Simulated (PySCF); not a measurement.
## Magnetic susceptibility: `C#[C][GeH2][SiH2]O[SiH3]`, C$_{2}$H$_{8}$GeOSi$_{2}$

Geometry (Å), atoms numbered from 1 in this order:
```xyz
14

C     3.830    1.458    0.206
C     2.758    0.968    0.447
Ge    1.050    0.192    0.764
Si   -0.164   -0.015   -1.222
O    -1.695   -0.428   -0.895
Si   -2.894   -0.773    0.140
H     4.773    1.883    0.007
H     1.386   -1.084    1.507
H     0.455    1.061    1.852
H    -0.249    1.253   -1.948
H     0.351   -1.091   -2.070
H    -3.396    0.499    0.655
H    -2.342   -1.599    1.216
H    -3.864   -1.486   -0.683
```

Computed with PySCF 2.14.0, GIAO B97-2/pcSseg-1 magnetisability, rotational g tensor and spin-rotation constants, non-relativistic, gas phase. Geometry: GFN2-xTB.

The calculation is non-relativistic, which matters for the atoms heavier than Zn.

Question: What are the magnetisability and the molar susceptibility?

Answer: Isotropic -1340 × 10⁻³⁰ J/T², or -80.7 × 10⁻⁶ cm³/mol; principal values -1584, -1228, -1208 × 10⁻³⁰ J/T², anisotropy 366 × 10⁻³⁰ J/T² (root of half the summed squared differences of the principal values). The susceptibility is in cgs units.

Question: Split it along the inertial axes a, b, c into diamagnetic and paramagnetic parts about the centre of mass, with the quadrupole moment.

Answer: 
```csv
axis,χ (10⁻⁶ cm³/mol),diamagnetic (10⁻⁶ cm³/mol),paramagnetic (10⁻⁶ cm³/mol),summed x² of all electrons (Å²),quadrupole Θ (D Å)
a,-90.3,-400.9,310.7,416.4,+6.11
b,-78.9,-1866.8,1787.9,70.9,-2.18
c,-72.9,-2067.1,1994.2,23.6,-3.93
```
Anisotropies 2χaa − χbb − χcc = -28.8 and 2χbb − χaa − χcc = +5.4 × 10⁻⁶ cm³/mol. Θ is traceless in Buckingham's convention.

Question: And the rotational g tensor?

Answer: 
```
axis  rotational constant (GHz)        g  nuclear part  electronic part
   a                     4.5434  -0.0551        0.6080          -0.6631
   b                     0.6610  -0.0100        0.5452          -0.5552
   c                     0.5918  -0.0104        0.5441          -0.5545
```
Asymmetric top; isotopes 12C, 74Ge, 1H, 16O, 28Si; no vibrational averaging.
